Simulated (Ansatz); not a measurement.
Geometry optimisation, Ansatz, RHF/6-31G*.

Input file:

```yaml
crystal:
  periodic: [false, false, false]
  atoms:
    - { symbol: Al, position_ang: [0.186621, 0.525176, -0.221798] }
    - { symbol: F, position_ang: [-0.348002, -0.223244, 2.510653] }
    - { symbol: O, position_ang: [1.552083, -0.429706, -0.513742] }
    - { symbol: H, position_ang: [1.58942, -1.306392, -0.857097] }
    - { symbol: O, position_ang: [-1.352618, 0.206801, -0.846198] }
    - { symbol: H, position_ang: [-1.673695, -0.587733, -1.237918] }
    - { symbol: P, position_ang: [0.435736, 2.467913, 0.975973] }
    - { symbol: H, position_ang: [1.737234, 2.82197, 0.608305] }
    - { symbol: H, position_ang: [-0.251405, 3.390294, 0.182209] }
    - { symbol: H, position_ang: [-0.309874, 0.667321, 2.732014] }
basis:
  gaussian: { orbitals: "6-31G*" }
hamiltonian:
  xc: hf
relax:
  f_tol: 0.03
  max_steps: 50
output:
  orbitals: {}
```

Launched with:

```bash
$ ansatz run input.yaml --threads 1 --pin off --max-ram 2048MiB --backend cpu --events-out ev --progress --plain --runs-dir out
```

Task: Where does it end, and by what steps?

Result: It converged. After 8 steps the energy has fallen by 0.204 eV; F2 moved furthest, 0.56 Å. Joined: Al1–F2 (2.88 → 2.10 Å).

| step | energy less start (eV) | largest force component (eV/Å) | accepted |
| --- | --- | --- | --- |
| 0 | 0.0000 | 0.408 | yes |
| 1 | 0.0143 | 2.104 | no |
| 2 | -0.0350 | 0.575 | yes |
| 3 | -0.0708 | 0.668 | yes |
| 4 | -0.1322 | 0.490 | yes |
| 5 | -0.1953 | 0.399 | yes |
| 6 | -0.1936 | 0.221 | no |
| 7 | -0.2019 | 0.143 | yes |
| 8 | -0.2037 | 0.020 | yes |

```xyz
10
Properties=species:S:1:pos:R:3
Al 0.138 0.487 0.037
F -0.313 -0.265 1.949
O 1.518 -0.450 -0.293
H 1.550 -1.295 -0.711
O -1.375 0.226 -0.694
H -1.664 -0.549 -1.147
P 0.487 2.605 0.999
H 1.757 2.919 0.500
H -0.264 3.418 0.142
H -0.270 0.437 2.551
```

Whether the end is a true minimum wasn't checked by a vibrational analysis.

The run took 22 s on 1 thread of Arm Neoverse V2, with other jobs on the host, peak memory 0.17 GiB.
